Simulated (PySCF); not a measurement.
A calculated (PBE0, PySCF 2.14, x2c-QZVPPall, scalar relativity by spin-free X2C-1e) atom or ion has these occupied shells.

```json
{"shell": "1s", "electrons": "2", "orbital energy (eV)": "-85467.3", "rms radius, mean of both spins (bohr)": "0.0184"}
{"shell": "2s", "electrons": "2", "orbital energy (eV)": "-15260.2", "rms radius, mean of both spins (bohr)": "0.0743"}
{"shell": "2p", "electrons": "6", "orbital energy (eV)": "-13191.7", "rms radius, mean of both spins (bohr)": "0.0683"}
{"shell": "3s", "electrons": "2", "orbital energy (eV)": "-3666.9", "rms radius, mean of both spins (bohr)": "0.190"}
{"shell": "3p", "electrons": "6", "orbital energy (eV)": "-3065.7", "rms radius, mean of both spins (bohr)": "0.192"}
{"shell": "3d", "electrons": "10", "orbital energy (eV)": "-2412.3", "rms radius, mean of both spins (bohr)": "0.176"}
{"shell": "4s", "electrons": "2", "orbital energy (eV)": "-833.98", "rms radius, mean of both spins (bohr)": "0.416"}
{"shell": "4p", "electrons": "6", "orbital energy (eV)": "-634.82", "rms radius, mean of both spins (bohr)": "0.444"}
{"shell": "4d", "electrons": "10", "orbital energy (eV)": "-392.62", "rms radius, mean of both spins (bohr)": "0.472"}
{"shell": "5s", "electrons": "2", "orbital energy (eV)": "-143.62", "rms radius, mean of both spins (bohr)": "0.933"}
{"shell": "4f", "electrons": "14", "orbital energy (eV)": "-127.70", "rms radius, mean of both spins (bohr)": "0.512"}
{"shell": "5p", "electrons": "6", "orbital energy (eV)": "-88.359", "rms radius, mean of both spins (bohr)": "1.07"}
{"shell": "5d", "electrons": "10", "orbital energy (eV)": "-24.848", "rms radius, mean of both spins (bohr)": "1.49"}
{"shell": "6s", "electrons": "2", "orbital energy (eV)": "-17.125", "rms radius, mean of both spins (bohr)": "2.56"}
```

Question: Name the element and its charge.

Answer: Tl⁺ (thallium, charge +1), in [Xe] 4f14 5d10 6s2, closed-shell 1S.
